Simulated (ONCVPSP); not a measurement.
**Building the ONCV potential for B (PBEsol, scalar-relativistic).**

ONCVPSP 4.0.1 input, shortened (lines: element, Z, core and valence counts, functional; n l f; lmax; l rc ep ncon nbas qcut; lloc lpopt rc5 dvloc0; l nproj debl; icmod fcfact rcfact), PBEsol, scalar-relativistic:

```
  B 5.00    0    3  -116133      upf
    1    0    2.00
    2    0    2.00
    2    1    1.00
    2
    0    0.70    0.00    3    6   15.90
    1    4.00    0.00    3    8    3.80
    2    3.65    0.12    4    8    2.70
    4    4    0.45    0.00
    0    2    3.70
    1    1    3.80
    2    2    2.80
    0    0.00    0.00
```

All-electron outer shells of the reference configuration (PBEsol, scalar-relativistic, ld1.x):

```
shell  level (eV)  outermost node (bohr)  outermost maximum (bohr)
   1s     -179.55                      –                      0.21
   2s       -9.36                   0.46                      1.52
   2p       -3.56                      –                      1.59
```

Problem. Estimate the cutoffs (Ha) at which the residual kinetic energy of the hardest occupied pseudo-wave falls to 1 and 0.1 mHa per electron.

Solution. 103 Ha and 117 Ha.

Problem. Does the potential have ghost states?

Solution. No bound ghost flagged; GHOST(+) flagged for p at 6.3 eV.

Problem. Which valence shell sets the plane-wave cutoff?

Solution. 1s: 103 Ha for 1 mHa per electron, against 89 Ha for 2s.

Its largest configuration-test error is +667 meV (1s2 2s1 2p0). 1 of 4 tests not solved or not reliable.
